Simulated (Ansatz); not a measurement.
Consider the cleavage of the Si–Si bond: `O[SiH2][SiH](Cl)Cl` + `F[SiH](F)S` → `O[SiH2]S[SiH](F)F` + dichlorosilane.

Calculated with Ansatz (gas phase, PBE0-D4/def2-TZVP geometries, no zero-point term in ΔE). CCSD(T)/CBS adds triple-zeta CCSD(T) − MP2 to the extrapolated MP2 energy (def2 sets, frozen cores). Functionals use def2-TZVPP. One conformer a species, not always the lowest.

`O[SiH2][SiH](Cl)Cl`:

Cartesian coordinates in Å:
```
O -1.040 -0.658 1.689
Si 0.374 -0.604 0.846
Si 0.161 0.872 -0.965
Cl 1.695 0.579 -2.297
Cl -1.635 0.402 -1.869
H -1.840 -0.844 1.192
H 1.415 -0.144 1.796
H 0.755 -1.925 0.276
H 0.114 2.322 -0.667
```

`F[SiH](F)S`:

Z-matrix (Å, degrees):
```
Si
F 1 1.585
S 1 2.104 2 111.3
F 1 1.585 2 105.3 3 120.8
H 1 1.470 2 109.7 3 -121.2
H 3 1.346 1 93.3 2 58.6
```

`O[SiH2]S[SiH](F)F`:

Z-matrix (Å, degrees):
```
Si
S 1 2.148
O 1 1.637 2 112.8
H 1 1.478 2 110.5 3 -117.5
H 1 1.481 2 103.4 3 121.9
Si 2 2.105 1 97.3 3 78.9
H 3 0.959 1 118.3 2 54.8
F 6 1.584 2 110.8 1 91.1
F 6 1.583 2 107.8 1 -152.7
H 6 1.472 2 113.8 1 -30.9
```

`Cl[SiH2]Cl`:

Cartesian coordinates in Å:
```
Cl -0.764 1.537 0.953
Si 0.130 0.004 -0.054
Cl -1.132 -1.596 -0.158
H 1.339 -0.401 0.687
H 0.426 0.456 -1.427
```

```tsv
species	B2PLYP energy (Eh)
`O[SiH2][SiH](Cl)Cl`	-1576.69468
`F[SiH](F)S`	-888.50719
`O[SiH2]S[SiH](F)F`	-1254.38305
`Cl[SiH2]Cl`	-1210.84944
```

Work out ΔE.

ΔE = (-1254.38305) + (-1210.84944) − (-1576.69468) − (-888.50719) = -0.03062 Eh = -80.4 kJ/mol. CCSD(T)/CBS gives -81.5 kJ/mol.

Largest T1 diagnostic among the species: 0.012.

From PBE to PBE0 (25 % exact exchange), in def2-TZVPP and without D4, ΔE moves by −5.7 kJ/mol.
